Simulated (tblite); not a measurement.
A geometry optimisation, step by step.

C5H14GeSi.
SMILES with atom numbers: `[CH3:1][SiH2:2][C@@H:3]1[GeH2:4][CH2:5][C@H:6]1[CH3:7]` (hydrogens: H8, H9, H10 on C1; H11, H12 on Si2; H13 on C3; H14, H15 on Ge4; H16, H17 on C5; H18 on C6; H19, H20, H21 on C7)

Computed with GFN2-xTB (tblite), gas phase: L-BFGS steps from a force-field or distance-geometry start until the largest atomic force falls under 0.01 eV/Å. 5 of its 190 geometries are shown.

Step 0: E = -582.3193 eV, largest atomic force 3.675 eV/Å
```
atom  x, y, z in Å  |  force x, y, z in eV/Å
C1     -2.221   -1.422   -0.273   -1.354  -1.185  -0.601
Si2    -1.836    0.257    0.407   -1.029   0.140   1.067
C3     -0.023    0.597    0.609   -3.563  -0.024   0.899
Ge4     0.498    2.215   -0.370   -0.071   1.072   1.033
C5      1.922    0.951   -0.035    2.744   0.340  -2.332
C6      0.919   -0.183   -0.239    2.096   0.637   1.327
C7      1.462   -1.455    0.359    0.561  -1.106  -0.117
H8     -1.609   -2.221    0.165   -0.329   0.282  -0.331
H9     -2.167   -1.460   -1.379    0.143  -0.124   0.722
H10    -3.305   -1.631   -0.019    1.236   0.016  -0.296
H11    -2.448    0.331    1.758    0.008   0.067  -0.113
H12    -2.541    1.247   -0.407   -0.043   0.157  -0.186
H13     0.237    0.669    1.699    0.119  -0.190  -1.139
H14     0.502    3.490    0.478   -0.096   0.033  -0.463
H15    -0.035    2.321   -1.796    0.194   0.064   0.436
H16     2.712    0.982   -0.794    0.697  -0.373   0.315
H17     2.338    0.959    0.981   -0.147   0.138  -0.528
H18     0.704   -0.271   -1.312   -0.454  -0.070   0.431
H19     2.321   -1.251    1.052   -0.965  -0.181  -0.398
H20     0.680   -2.035    0.880    0.470   0.260  -0.201
H21     1.882   -2.074   -0.457   -0.218   0.047   0.475
```

Step 47: E = -583.6966 eV, largest atomic force 0.088 eV/Å
```
atom  x, y, z in Å  |  force x, y, z in eV/Å
C1     -2.208   -1.549   -0.314   -0.015   0.012   0.006
Si2    -1.962    0.178    0.437    0.010   0.047   0.019
C3     -0.136    0.673    0.592   -0.007   0.002   0.005
Ge4     0.636    2.347   -0.180   -0.019  -0.034  -0.005
C5      2.008    0.931   -0.429   -0.009  -0.087   0.007
C6      0.917   -0.137   -0.201    0.012  -0.032   0.045
C7      1.388   -1.385    0.526    0.032  -0.027   0.012
H8     -1.668   -2.319    0.229   -0.013   0.010   0.001
H9     -1.888   -1.589   -1.351   -0.004  -0.003   0.025
H10    -3.262   -1.809   -0.282    0.012  -0.014  -0.040
H11    -2.564    0.209    1.779   -0.012   0.003  -0.009
H12    -2.644    1.154   -0.426   -0.047   0.011  -0.030
H13     0.152    0.663    1.648    0.009  -0.038  -0.029
H14     0.938    3.552    0.686    0.017   0.014   0.023
H15    -0.018    2.888   -1.431    0.015  -0.027  -0.015
H16     2.574    0.810   -1.351   -0.028   0.029   0.004
H17     2.712    0.931    0.405   -0.010   0.009  -0.033
H18     0.503   -0.428   -1.173   -0.008   0.029   0.053
H19     1.826   -1.114    1.487    0.029  -0.027  -0.036
H20     0.556   -2.062    0.715   -0.003   0.055  -0.012
H21     2.131   -1.927   -0.059    0.038   0.067   0.010
```

Step 94: E = -583.7119 eV, largest atomic force 0.031 eV/Å
```
atom  x, y, z in Å  |  force x, y, z in eV/Å
C1     -2.218   -1.530   -0.309    0.000  -0.011   0.005
Si2    -1.974    0.212    0.408   -0.010  -0.009  -0.011
C3     -0.137    0.641    0.633   -0.013  -0.006   0.002
Ge4     0.621    2.326   -0.121    0.007   0.007   0.020
C5      1.972    0.919   -0.482    0.022  -0.006  -0.001
C6      0.909   -0.159   -0.181   -0.002  -0.004  -0.001
C7      1.452   -1.377    0.544   -0.004  -0.010   0.001
H8     -1.802   -2.300    0.334   -0.005   0.008   0.004
H9     -1.756   -1.632   -1.287    0.005   0.000   0.009
H10    -3.277   -1.741   -0.428    0.005   0.005   0.009
H11    -2.640    0.311    1.716   -0.006  -0.001  -0.010
H12    -2.594    1.170   -0.523    0.000  -0.001   0.000
H13     0.128    0.588    1.691    0.012  -0.004   0.000
H14     0.977    3.513    0.752    0.001   0.002   0.001
H15    -0.098    2.879   -1.327    0.009   0.020  -0.022
H16     2.451    0.819   -1.454   -0.018   0.007   0.019
H17     2.750    0.909    0.282   -0.006   0.008  -0.006
H18     0.464   -0.483   -1.126   -0.010   0.004  -0.016
H19     1.884   -1.088    1.501    0.012   0.009   0.003
H20     0.656   -2.095    0.732   -0.003  -0.011   0.002
H21     2.224   -1.864   -0.049    0.005  -0.006  -0.005
```

Step 142: E = -583.7397 eV, largest atomic force 0.050 eV/Å
```
atom  x, y, z in Å  |  force x, y, z in eV/Å
C1     -2.224   -1.643    0.016   -0.009  -0.012   0.000
Si2    -1.970    0.234    0.148    0.001  -0.016   0.025
C3     -0.168    0.613    0.598    0.000  -0.024  -0.007
Ge4     0.648    2.369    0.121   -0.001  -0.020  -0.046
C5      1.949    0.998   -0.483    0.011   0.014   0.000
C6      0.888   -0.105   -0.280    0.021   0.001   0.010
C7      1.436   -1.376    0.346    0.017  -0.014   0.004
H8     -2.108   -2.136    0.976    0.006   0.001   0.023
H9     -1.509   -2.087   -0.671   -0.008  -0.020  -0.017
H10    -3.217   -1.879   -0.353   -0.026   0.025   0.007
H11    -2.854    0.807    1.172   -0.007   0.000  -0.013
H12    -2.257    0.831   -1.165   -0.020   0.021  -0.017
H13     0.024    0.392    1.650   -0.001   0.010   0.007
H14     1.081    3.360    1.183   -0.014   0.011   0.016
H15    -0.038    3.173   -0.959    0.005  -0.002   0.013
H16     2.374    1.026   -1.484    0.001   0.012   0.001
H17     2.767    0.881    0.227    0.020  -0.012   0.006
H18     0.446   -0.353   -1.250    0.009   0.003   0.019
H19     1.943   -1.153    1.284   -0.011   0.029  -0.011
H20     0.632   -2.079    0.557    0.004  -0.004  -0.027
H21     2.149   -1.855   -0.323    0.003  -0.004   0.007
```

Step 189: E = -583.7515 eV, largest atomic force 0.009 eV/Å
```
atom  x, y, z in Å  |  force x, y, z in eV/Å
C1     -2.316   -1.660    0.169   -0.001   0.007   0.002
Si2    -1.954    0.202    0.068    0.001   0.001   0.002
C3     -0.159    0.585    0.536    0.000   0.000   0.000
Ge4     0.639    2.371    0.145   -0.001   0.008   0.000
C5      2.011    1.041   -0.387   -0.003   0.002  -0.001
C6      0.943   -0.072   -0.331   -0.001  -0.004   0.000
C7      1.458   -1.391    0.219    0.001  -0.008  -0.002
H8     -2.083   -2.063    1.150    0.000   0.001   0.003
H9     -1.743   -2.221   -0.564    0.007   0.000  -0.005
H10    -3.366   -1.853   -0.024   -0.006   0.000   0.000
H11    -2.841    0.931    0.986    0.000  -0.003   0.003
H12    -2.189    0.661   -1.310   -0.001  -0.003  -0.006
H13     0.022    0.344    1.586   -0.003   0.003   0.005
H14     0.950    3.365    1.247   -0.003   0.000   0.005
H15     0.012    3.165   -0.976   -0.001   0.000  -0.002
H16     2.533    1.114   -1.339    0.005   0.003  -0.006
H17     2.755    0.896    0.397    0.005   0.000   0.002
H18     0.554   -0.238   -1.340    0.002  -0.003  -0.002
H19     1.850   -1.252    1.226   -0.002  -0.003  -0.004
H20     0.658   -2.127    0.261    0.000  -0.003   0.005
H21     2.256   -1.782   -0.410    0.001   0.001   0.000
```

**Question.** Summarise the path.

**Answer.** The energy falls by 138.19 kJ/mol from step 0 to step 189; nine tenths of that is first reached at step 25. It falls at every step. The largest force goes from 3.675 to 0.009 eV/Å. Among the bonds C3–C6 changes most, from 1.489 to 1.548 Å; the atoms move by 0.694 Å rms after alignment.

**Question.** Follow the three bonds and two angles with the largest change from start to end.

**Answer.** 
```tsv
step	E above end (kJ/mol)	largest force (eV/Å)	C3–C6 (Å)	Ge4–C5 (Å)	C1–Si2 (Å)	C3–C6–C5 (°)	H14–Ge4–H15 (°)
0	138.19	3.675	1.489	1.934	1.851	87.2	117.4
8	28.12	0.333	1.543	1.979	1.902	97.8	110.3
16	20.24	0.194	1.545	1.993	1.901	99.6	105.3
25	13.39	0.196	1.549	1.982	1.906	100.8	105.8
33	9.51	0.143	1.545	1.982	1.902	101.4	107.9
41	6.24	0.150	1.540	1.985	1.901	101.7	105.9
49	5.06	0.080	1.547	1.985	1.900	101.3	105.6
58	4.53	0.079	1.548	1.982	1.899	101.5	106.5
66	4.26	0.029	1.549	1.982	1.899	101.7	106.5
74	4.10	0.045	1.548	1.983	1.899	101.7	106.3
82	3.94	0.029	1.549	1.983	1.899	101.8	106.3
90	3.87	0.024	1.549	1.984	1.899	101.9	106.6
99	3.75	0.039	1.549	1.984	1.899	102.0	106.4
107	3.51	0.041	1.549	1.985	1.900	102.0	106.2
115	3.25	0.034	1.550	1.985	1.899	102.3	106.4
123	2.94	0.075	1.550	1.987	1.901	102.5	106.7
131	1.92	0.080	1.550	1.985	1.901	102.3	105.7
140	1.21	0.048	1.548	1.984	1.900	102.3	106.3
148	0.89	0.043	1.550	1.984	1.900	102.2	106.2
156	0.46	0.051	1.549	1.984	1.901	102.0	106.6
164	0.31	0.034	1.549	1.986	1.900	102.0	106.1
173	0.09	0.024	1.548	1.983	1.901	101.9	106.4
181	0.03	0.017	1.549	1.984	1.901	101.9	106.3
189	0.00	0.009	1.548	1.984	1.900	101.9	106.3
```

The cost below is that of the whole relaxation. On Arm Neoverse N1, one thread, shared host, this took 2.7 s of wall time.
